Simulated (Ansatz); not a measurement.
`[CH3][GeH]([F])[SiH3]` + H₂ → `[CH3][GeH2][F]` + SiH₄  (hydrogenolysis of a Ge–Si bond)

Program: Ansatz. Geometries: PBE0-D4/def2-TZVP. ΔE: electronic, gas phase. CCSD(T)/CBS adds triple-zeta CCSD(T) − MP2 to the extrapolated MP2 energy (def2 sets, frozen cores). This one scheme is used for every species. DFT in def2-TZVPP. For Ge outer-core shells are correlated without core-valence functions, which leaves a few kJ/mol of doubt a bond. Scalar relativity is left out up to krypton.

CCSD(T)/CBS gives -0.08 eV.

Question: Another level gave -0.15 eV. Which?
A. revPBE/def2-TZVPP
B. revPBE-D4/def2-TZVPP
C. MP2/def2-TZVPP
D. RPA@PBE/def2-TZVPP

Answer: D. RPA@PBE/def2-TZVPP -0.15, revPBE -0.04, MP2/def2-TZVPP -0.10, revPBE-D4 0.06 eV.

Largest T1 diagnostic among the species: 0.012.

In def2-TZVPP, CCSD(T) changes the Hartree–Fock value by +0.28 eV (the triples alone add +0.05 eV) and MP2 by +0.30 eV. From PBE to PBE0 (25 % exact exchange), in def2-TZVPP and without D4, ΔE moves by −0.06 eV.
